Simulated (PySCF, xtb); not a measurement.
C₅H₈Si, SMILES C1[C@@H]([C@@H]1C#C)[SiH3].

GFN2-xTB in xtb at its own geometry gives an orbital gap of 5.60 eV and a dipole moment of 0.59 D.

Geometry optimised at ωB97X-D3(BJ)/def2-SVP. The structure was generated by enumeration; whether it is a known compound was not checked.

Task: What does PySCF with B3LYP/def2-TZVP give? (Estimate from the structure and the level; the computed values follow.)

Result: gap 7.39 eV (levels -7.12 and 0.27 eV), dipole 1.09 D.
